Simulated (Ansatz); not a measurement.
Basis-set extrapolation for C3H4BF, SMILES `C=C1BC1F` (PBE0-D4/def2-TZVP geometry, frozen core, Ansatz 0.2.0). Multiplicity 1, RHF reference.

|  | def2-TZVPP | def2-QZVPP |
| --- | --- | --- |
| HF | -240.032521 | -240.042913 |
| MP2 correlation | -0.816654 | -0.877643 |
| CCSD(T) correlation | -0.882473 | not run |

Energies in hartree. Use E(X) = E(∞) + A·exp(−7.88·√X) for Hartree–Fock and E(X) = E(∞) + B·X^(−2.97) for correlation, with X = 3 and 4, and add CCSD(T) minus MP2 of the smaller set to the MP2 limit.

What is the CCSD(T) energy at the basis-set limit?

HF limit: -240.042913 + (-0.010392) × 0.13774 = -240.04434. MP2 limit: -0.877643 + (-0.060989) × 0.74074 = -0.92282. Higher-order term: -0.882473 − (-0.816654) = -0.06582. Total: -241.03298 hartree, 309.8 kJ/mol below CCSD(T)/def2-TZVPP.
